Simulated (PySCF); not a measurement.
**Electron correlation in Ne²⁺ (neon, charge +2)**

[He] 2s2 2p3 3d1, high-spin 5D determinant (an excited configuration). Computed with PySCF 2.14 in aug-cc-pwCVDZ (5s4p2d, 27 functions), with no relativity, point nucleus. Frozen: 1s2; 6 electrons correlated.

| level | correlation energy (mhartree) |
| --- | --- |
| CCSD | -99.26 |
| (T) | -1.13 |
| CCSD(T) | -100.39 |
| CCSDT | -100.69 |

Diagnostics: T1 = 0.0018, D1 = 0.0032, largest double amplitude 0.084.

The outer electron is Rydberg-like, and this basis confines it to a smaller radius and binds it less than a complete one would.

Cost of the coupled-cluster step: of the order of 0.25 core-seconds, for 6 correlated electrons.

Iterations:

```
CC2 = 0
CCSD nocc = (np.int64(5), np.int64(1)), nmo = (26, 26)
frozen orbitals [[0], [0]]
max_cycle = 100
direct = 0
conv_tol = 1e-08
conv_tol_normt = 1e-06
diis_space = 8
diis_start_cycle = 0
Init t2, MP2 energy = -0.0827962767730564
Init E_corr(UCCSD) = -0.0827962767734126
cycle = 1  E_corr(UCCSD) = -0.0941718686941022  dE = -0.0113755919  norm(t1,t2) = 0.0253652
cycle = 2  E_corr(UCCSD) = -0.0966152484179751  dE = -0.00244337972  norm(t1,t2) = 0.014195
cycle = 3  E_corr(UCCSD) = -0.0986859998639749  dE = -0.00207075145  norm(t1,t2) = 0.0109759
cycle = 4  E_corr(UCCSD) = -0.0990086331380585  dE = -0.000322633274  norm(t1,t2) = 0.0067575
cycle = 5  E_corr(UCCSD) = -0.0992734777705786  dE = -0.000264844633  norm(t1,t2) = 0.00190801
cycle = 6  E_corr(UCCSD) = -0.0992450833595065  dE = 2.83944111e-05  norm(t1,t2) = 0.000379418
cycle = 7  E_corr(UCCSD) = -0.0992581977074734  dE = -1.3114348e-05  norm(t1,t2) = 6.80162e-05
cycle = 8  E_corr(UCCSD) = -0.0992549660767658  dE = 3.23163071e-06  norm(t1,t2) = 1.54059e-05
cycle = 9  E_corr(UCCSD) = -0.0992555958009962  dE = -6.2972423e-07  norm(t1,t2) = 2.97324e-06
cycle = 10  E_corr(UCCSD) = -0.0992556048790775  dE = -9.0780813e-09  norm(t1,t2) = 1.558e-07
UCCSD converged
E(UCCSD) = -124.1855702274718  E_corr = -0.09925560487907749
UCCSD(T) correction = -0.00112908537149781
```
